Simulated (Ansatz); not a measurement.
```xyz
2

H     0.0467   -0.0065   -0.8116
F     0.0024    0.0061    0.0425
```

Basis set: def2-TZVP (spherical functions). Left uncorrelated: 1 orbital. Charge 0, multiplicity 1.

Computed with Ansatz (development build ahead of 0.2.0); each method stands on the lowest determinant of its kind that the runs found. Restricted open shells among the atoms or ions are ROHF, correlated in semicanonical orbitals with singles. Restricted functionals stand beside restricted open-shell atoms, which can lie above the unrestricted atoms usual in DFT and then raise those values.

(1) Give the atomization energy at this shape (free ground-state atoms in the same class of orbitals less the molecule, no zero-point energy) of singlet HF by PBE0 (restricted), RHF-MP2, RHF.

Answers

(1)

```json
{"method": "PBE0 (restricted)", "atomization energy": "132.62 kcal/mol"}
{"method": "RHF-MP2", "atomization energy": "134.81 kcal/mol"}
{"method": "RHF", "atomization energy": "96.53 kcal/mol"}
```

Caution: the shape is not the minimum.
